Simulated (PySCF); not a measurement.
Name the molecule from its bond curve

A diatomic of charge 0 contains Ho. Its quintet curve at PBE0 in a triple-zeta basis (spin-free X2C with a Gaussian nucleus, PySCF), in eV from the separated fragments:

(R (Å), E (eV)): (1.977, -0.315), (2.069, -1.077), (2.161, -1.502), (2.230, -1.652), (2.299, -1.693), (2.368, -1.648), (2.460, -1.488), (2.575, -1.182), (2.713, -0.729), (2.897, -0.089)

The fit gives ωe = 436 cm⁻¹ and the rotational constant Bₑ = 0.1228 cm⁻¹.

Which atom is the partner?

The minimum lies at 2.294 Å, so the reduced mass is 16.8576 u Å² cm⁻¹/(Bₑ·Re²) = 26.09 u. With Ho at 164.93 u the partner weighs about 31.0 u: P. The molecule is HoP.

Spin–orbit coupling is left out. The state is the lowest single determinant that the PBE0 search found; with open d or f shells the true ground state can be another one.
